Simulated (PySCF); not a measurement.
PySCF input for ClH10NO2Si4, SMILES [SiH3]N[Si](Cl)(O[SiH3])O[SiH3], r2SCAN-D4/def2-SVP. Geometry optimised at r2SCAN-D4/def2-SVP. Other conformers were not sampled.

```python
import numpy as np
from pyscf import gto, scf, dft, df
from pyscf.hessian import thermo

mol = gto.M(
    atom='''
    Si   -2.27411648   -2.03873085    0.70709727
    N    -0.54699151   -1.76508629    0.56135215
    Si    0.17402053   -0.29360903    0.10395543
    Cl    0.94013048   -0.30544297   -1.83523130
    O     1.43733106    0.08631594    1.07512749
    Si    2.91657147    0.86373996    1.00216849
    O    -1.02533503    0.82469346    0.13726423
    Si   -1.65307644    2.08243677   -0.76976302
    H    -2.46375623   -3.51065115    0.86096202
    H    -2.98623535   -1.56756119   -0.51634358
    H    -2.87373999   -1.35085849    1.88894463
    H     0.06603686   -2.53734452    0.81068653
    H     2.78253391    2.16804764    0.29098101
    H     3.90886663    0.00637076    0.29396396
    H     3.36222482    1.09718236    2.40199669
    H    -2.74344033    2.69980913    0.03154382
    H    -0.59243398    3.09463028   -1.04315274
    H    -2.19688980    1.56671818   -2.05766371
    ''',
    basis='def2-SVP',
    charge=0,
    spin=0,
    max_memory=1600,
    verbose=3,
)
mf = dft.RKS(mol, xc='r2scan').density_fit(auxbasis='def2-universal-jkfit')
mf.disp = 'd4'
mf.grids.level = 4
mf.conv_tol = 1e-11
mf.max_cycle = 100
mf.kernel()

# [left out here: the lines that compute and print the analytic Hessian (its translational invariance restored by hand, since the grid's response is missing), thermochemistry and intensities]
```

Output:

```
converged SCF energy = -1828.75468404193

WARN: MGGA Hessian is sensitive to dft grids. grids.level 4 may not be dense enough.


WARN: DFTD4 does not support analytical Hessian, using finite difference.


WARN: Mole.unit (angstrom) is changed to Bohr

Mode                                 0                   1                   2
Irrep
Freq [cm^-1]                       29.7995             33.0889             45.2290
Reduced mass [au]                   4.9994              4.0075              3.6263
Force const [Dyne/A]                0.0026              0.0026              0.0044
Char temp [K]                      42.8748             47.6076             65.0745
Normal mode                   x     y     z       x     y     z       x     y     z
       0  Si                -0.00 -0.04 -0.02   -0.02  0.06  0.05   -0.02  0.01 -0.08
       1   N                -0.00 -0.02  0.02   -0.01 -0.03 -0.07   -0.01  0.02  0.05
       2  Si                -0.01 -0.02  0.00    0.02 -0.03 -0.03    0.02  0.00  0.04
       3  Cl                -0.02 -0.05 -0.00    0.01 -0.00 -0.03   -0.05 -0.01  0.02
       4   O                -0.01 -0.01 -0.01    0.03 -0.08 -0.02    0.06 -0.05  0.01
       5  Si                -0.05  0.07 -0.02   -0.04  0.05  0.05    0.01  0.03 -0.02
       6   O                -0.01 -0.02 -0.01    0.05 -0.01  0.01    0.06  0.04  0.07
       7  Si                 0.09  0.06  0.04   -0.00 -0.03  0.01   -0.00 -0.05 -0.02
       8   H                 0.01 -0.04 -0.01   -0.08  0.07  0.06   -0.05  0.01 -0.18
       9   H                 0.02 -0.06 -0.04   -0.09  0.10  0.10    0.08  0.10 -0.10
      10   H                -0.04 -0.04 -0.04    0.10  0.09  0.09   -0.10 -0.05 -0.08
      11   H                 0.00 -0.00  0.06   -0.04 -0.07 -0.15   -0.02  0.02  0.11
      12   H                -0.13  0.07 -0.01   -0.15  0.10  0.15   -0.10  0.07  0.06
      13   H                -0.01  0.14 -0.04    0.04  0.20 -0.02    0.02  0.13 -0.12
[...]
      16   H                -0.11  0.08 -0.07    0.23 -0.17  0.19   -0.03  0.02 -0.05
      17   H                -0.03  0.14 -0.03    0.08 -0.32  0.08   -0.01  0.05 -0.02
Mode                                36                  37                  38
Irrep
Freq [cm^-1]                     1101.2508           1179.0248           2220.3923
Reduced mass [au]                   4.8846              1.6599              1.0477
Force const [Dyne/A]                3.4902              1.3595              3.0433
Char temp [K]                    1584.4547           1696.3542           3194.6502
Normal mode                   x     y     z       x     y     z       x     y     z
       0  Si                -0.00  0.00 -0.00   -0.01 -0.02  0.01   -0.01  0.01  0.03
       1   N                -0.01 -0.01  0.00    0.12  0.10 -0.03   -0.00 -0.00 -0.00
       2  Si                -0.07  0.03 -0.03   -0.03 -0.02  0.00    0.00  0.00  0.00
       3  Cl                 0.00 -0.00  0.00    0.00 -0.00 -0.00   -0.00 -0.00  0.00
       4   O                 0.10  0.04  0.04    0.01 -0.00  0.01   -0.00 -0.00 -0.00
       5  Si                -0.01 -0.01 -0.00    0.00  0.00  0.00   -0.00 -0.00 -0.00
       6   O                 0.10 -0.12  0.04    0.01  0.00 -0.00    0.00 -0.00 -0.00
       7  Si                -0.01  0.02 -0.01   -0.00 -0.00  0.00   -0.00 -0.00 -0.00
       8   H                 0.04 -0.00  0.00   -0.14  0.00  0.01   -0.01 -0.05  0.02
       9   H                 0.01 -0.02 -0.02    0.04  0.04 -0.00   -0.14  0.10 -0.23
      10   H                 0.03 -0.01  0.03   -0.01  0.03 -0.02    0.37 -0.43 -0.74
      11   H                 0.05  0.04 -0.01   -0.60 -0.41  0.15   -0.00  0.00  0.01
      12   H                -0.12 -0.01 -0.01   -0.04 -0.00 -0.01   -0.00  0.01 -0.01
      13   H                -0.10 -0.11 -0.00   -0.03 -0.03 -0.01   -0.00  0.00 -0.00
      14   H                -0.13 -0.08  0.06   -0.03 -0.02  0.02    0.00  0.00  0.01
      15   H                -0.03  0.13 -0.14    0.00  0.01 -0.00   -0.02  0.01  0.01
      16   H                -0.10  0.07 -0.09   -0.00 -0.00 -0.01    0.00  0.00 -0.00
      17   H                -0.03  0.15 -0.05    0.01  0.01 -0.00    0.02  0.01  0.04
Mode                                39                  40                  41
Irrep
Freq [cm^-1]                     2229.0352           2231.8684           2234.3255
Reduced mass [au]                   1.0251              1.0335              1.0447
Force const [Dyne/A]                3.0010              3.0331              3.0727
Char temp [K]                    3207.0853           3211.1617           3214.6970
Normal mode                   x     y     z       x     y     z       x     y     z
       0  Si                -0.02 -0.00 -0.01   -0.00 -0.01 -0.00   -0.00  0.03 -0.01
       1   N                -0.00 -0.00  0.00    0.00 -0.00  0.00    0.00  0.00  0.00
       2  Si                 0.00  0.00 -0.00   -0.00  0.00 -0.00   -0.00 -0.00 -0.00
       3  Cl                -0.00 -0.00  0.00    0.00 -0.00  0.00   -0.00 -0.00  0.00
       4   O                -0.00 -0.00 -0.00    0.00  0.00  0.00    0.00  0.00  0.00
       5  Si                -0.00 -0.01  0.00    0.00  0.02 -0.01    0.00  0.01 -0.01
       6   O                 0.00 -0.00  0.00    0.00 -0.00  0.00    0.00  0.00 -0.00
       7  Si                 0.00  0.00  0.00   -0.01 -0.01  0.01    0.01  0.01 -0.00
       8   H                 0.05  0.40 -0.05    0.03  0.24 -0.03   -0.09 -0.69  0.07
       9   H                 0.38 -0.26  0.67    0.05 -0.04  0.09    0.19 -0.12  0.33
      10   H                 0.11 -0.13 -0.23    0.02 -0.03 -0.05    0.03 -0.03 -0.08
      11   H                -0.00 -0.00 -0.00   -0.00 -0.00 -0.00   -0.00  0.00 -0.00
      12   H                -0.02  0.19 -0.11    0.07 -0.65  0.35    0.04 -0.33  0.18
      13   H                 0.04 -0.04 -0.03   -0.11  0.10  0.07   -0.12  0.11  0.08
      14   H                 0.01  0.00  0.03   -0.02  0.00 -0.05   -0.01 -0.01 -0.04
      15   H                -0.01  0.01  0.01   -0.04  0.01  0.02    0.02 -0.01 -0.01
      16   H                -0.05 -0.05  0.02    0.39  0.37 -0.10   -0.25 -0.23  0.06
      17   H                -0.03 -0.03 -0.08   -0.05 -0.04 -0.10    0.02  0.01  0.03
Mode                                42                  43                  44
Irrep
Freq [cm^-1]                     2236.0480           2240.1939           2242.9477
Reduced mass [au]                   1.0365              1.0450              1.0462
Force const [Dyne/A]                3.0532              3.0897              3.1009
Char temp [K]                    3217.1752           3223.1403           3227.1023
Normal mode                   x     y     z       x     y     z       x     y     z
       0  Si                -0.00  0.02 -0.01   -0.00  0.00 -0.00    0.00 -0.00  0.00
       1   N                 0.00  0.00 -0.00   -0.00 -0.00 -0.00   -0.00 -0.00 -0.00
       2  Si                -0.00  0.00  0.00    0.00  0.00  0.00   -0.00  0.00  0.00
       3  Cl                 0.00  0.00 -0.00    0.00 -0.00 -0.00    0.00 -0.00 -0.00
       4   O                -0.00 -0.00 -0.00   -0.00 -0.00 -0.00   -0.00 -0.00 -0.00
       5  Si                -0.00 -0.01  0.01   -0.02  0.02  0.01   -0.01  0.01  0.00
       6   O                 0.00 -0.00  0.00   -0.00  0.00 -0.00    0.00 -0.00  0.00
       7  Si                -0.01 -0.01  0.01   -0.01 -0.00 -0.01    0.02  0.02  0.02
       8   H                -0.06 -0.49  0.05   -0.01 -0.06  0.01    0.00  0.01 -0.00
       9   H                 0.07 -0.04  0.13    0.03 -0.02  0.05   -0.06  0.04 -0.10
      10   H                 0.01 -0.00 -0.02    0.00 -0.00 -0.00    0.00 -0.00 -0.00
      11   H                 0.00  0.00 -0.00    0.00 -0.00 -0.00   -0.00 -0.00  0.00
      12   H                -0.04  0.33 -0.18    0.02 -0.20  0.12    0.01 -0.10  0.06
      13   H                 0.08 -0.07 -0.05    0.59 -0.52 -0.43    0.19 -0.16 -0.14
      14   H                 0.01  0.00  0.02    0.01  0.02  0.04   -0.01  0.00 -0.01
      15   H                -0.05  0.02  0.03    0.03 -0.02 -0.03   -0.04  0.04  0.04
      16   H                 0.49  0.47 -0.12    0.01  0.01 -0.01   -0.18 -0.17  0.05
      17   H                -0.09 -0.08 -0.20    0.11  0.11  0.26   -0.32 -0.31 -0.76
Mode                                45                  46                  47
Irrep
Freq [cm^-1]                     2255.7338           2257.4649           3609.7300
Reduced mass [au]                   1.0434              1.0439              1.0755
Force const [Dyne/A]                3.1281              3.1343              8.2564
Char temp [K]                    3245.4987           3247.9893           5193.5977
Normal mode                   x     y     z       x     y     z       x     y     z
       0  Si                -0.00 -0.00 -0.00   -0.00 -0.00  0.00    0.00  0.00 -0.00
       1   N                 0.00  0.00 -0.00    0.00  0.00 -0.00   -0.04  0.05 -0.02
       2  Si                -0.00  0.00 -0.00    0.00 -0.00  0.00   -0.00 -0.00  0.00
       3  Cl                 0.00 -0.00  0.00   -0.00  0.00 -0.00   -0.00 -0.00  0.00
       4   O                 0.00  0.00  0.00    0.00  0.00 -0.00   -0.00 -0.00 -0.00
       5  Si                 0.01  0.00  0.03    0.00  0.00  0.01    0.00  0.00  0.00
       6   O                 0.00 -0.00  0.00   -0.00  0.00 -0.00    0.00 -0.00  0.00
       7  Si                 0.01 -0.01 -0.01   -0.02  0.01  0.02    0.00  0.00 -0.00
       8   H                 0.00  0.01 -0.00    0.00  0.02 -0.00    0.00 -0.00  0.00
       9   H                 0.00 -0.00  0.00    0.00  0.00  0.00    0.00 -0.00  0.00
      10   H                 0.00 -0.00 -0.00    0.01 -0.02 -0.03    0.00  0.00 -0.00
      11   H                -0.00 -0.00  0.00   -0.00  0.00  0.00    0.57 -0.73  0.24
      12   H                -0.01  0.04 -0.01   -0.00  0.03 -0.01   -0.00 -0.00 -0.00
      13   H                 0.04 -0.03 -0.01    0.01 -0.01  0.00   -0.00  0.00  0.00
      14   H                -0.26 -0.14 -0.84   -0.12 -0.06 -0.37   -0.00 -0.00 -0.00
      15   H                -0.29  0.16  0.21    0.65 -0.37 -0.48    0.00 -0.00  0.00
      16   H                -0.01 -0.01 -0.00    0.03  0.04  0.00   -0.00 -0.00  0.00
      17   H                 0.02  0.02  0.04   -0.04 -0.03 -0.06    0.00 -0.00  0.00
temperature 298.1500 [K]
pressure 101325.00 [Pa]
Rotational constants [GHz] 0.92668 0.60102 0.49401
Symmetry number 1
Zero-point energy (ZPE) 0.10466 [Eh]   274790.478 [J/mol]
                           tot       elec      trans        rot        vib
Entropy [J/mol/K]       531.337      0.000    175.064    131.527    224.746
Cv [J/mol/K]            198.488      0.000     12.472     12.472    173.545
Cp [J/mol/K]            206.802      0.000     20.786     12.472    173.545
Internal energy [J/mol]                      3718.434   3718.434 305208.044
Internal energy [Eh]   -1828.63560  -1828.75468
Enthalpy [J/mol]                             6197.391   3718.434 305208.044
Enthalpy [Eh]          -1828.63466
Gibbs free energy [J/mol]                  -45997.977 -35496.326 238200.050
Gibbs free energy [Eh] -1828.69500
mode   freq/cm-1   IR/(km/mol)
   1       29.80         0.542
   2       33.09         0.165
   3       45.23         0.175
   4       55.39         0.651
   5       69.26         2.061
   6       74.14         0.077
   7       77.95         0.155
   8      100.43         2.791
   9      132.03         1.980
  10      178.85         9.615
  11      220.32         2.901
  12      293.60         5.010
  13      294.21        20.998
  14      356.37        42.643
  15      369.07        60.365
  16      472.32        21.252
  17      626.52        98.116
  18      659.05         8.153
  19      691.57         0.312
  20      712.59        13.287
  21      721.52        26.343
  22      729.56        80.990
  23      735.56         7.706
  24      745.28       171.368
  25      812.82       140.962
  26      928.90       489.370
  27      935.20       105.709
  28      947.63        20.788
  29      949.41        72.289
  30      950.34       160.219
  31      953.14       148.499
  32      960.73       651.554
  33      963.90       129.978
  34      993.83        70.955
  35      996.06       146.736
  36     1087.69       248.376
  37     1101.25       397.498
  38     1179.02       298.017
  39     2220.39       116.007
  40     2229.04        67.407
  41     2231.87         9.510
  42     2234.33       262.209
  43     2236.05        27.925
  44     2240.19       138.450
  45     2242.95       125.525
  46     2255.73        94.683
  47     2257.46       148.441
  48     3609.73        61.838
max |gradient| / (hartree/bohr): 0.000260141763318078
APT charges: [ 1.3554 -1.2201  2.3951 -0.5828 -1.3488  1.4906 -1.2938  1.456  -0.2709
 -0.2664 -0.2816  0.1952 -0.2769 -0.2769 -0.2686 -0.2598 -0.2708 -0.267 ]
```

Self-consistency was reached.

Cost: very roughly 50 core-minutes.
